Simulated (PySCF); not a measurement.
FH6NOSi2, SMILES [SiH2](N[SiH2]O)F. Atoms are numbered in the order given.

```xyz
11

O     -2.1435     1.1708    -0.5459
Si    -1.5434    -0.0552     0.4090
N     -0.1041    -0.8065    -0.2380
Si     1.5389    -0.5526     0.2216
F      2.1745     0.7574    -0.5192
H     -1.5551     1.9147    -0.7240
H     -1.1431     0.4318     1.7582
H     -2.6497    -1.0390     0.4668
H     -0.2382    -1.3379    -1.0980
H      1.5996    -0.2815     1.6767
H      2.3561    -1.7158    -0.2030
```

Geometry: B3LYP-D3(BJ)/def2-SVP. This is a generated structure with no PubChem entry under its InChIKey; it may be hypothetical. The values are those of a single conformer.

Calculation: PBE/def2-TZVP run with PySCF.

The molecule is in vacuum.

Computed frontier levels, gap, dipole moment and polarisability:
```
Item                                                                                                            Value
---------------------------------------------------------------------------------------------  ----------------------
highest occupied level                                                                                       -6.94 eV
lowest empty level                                                                                           -0.60 eV
orbital gap                                                                                                   6.34 eV
dipole moment                                                                                                  0.80 D
quadrupole, principal values (traceless, Buckingham form, about the centre of nuclear charge)   -9.21, 1.98, 7.22 D·Å
mean static polarisability                                                                       61.9 bohr³ (9.18 Å³)
polarisability, principal values                                                               55.8, 56.4, 73.5 bohr³
```
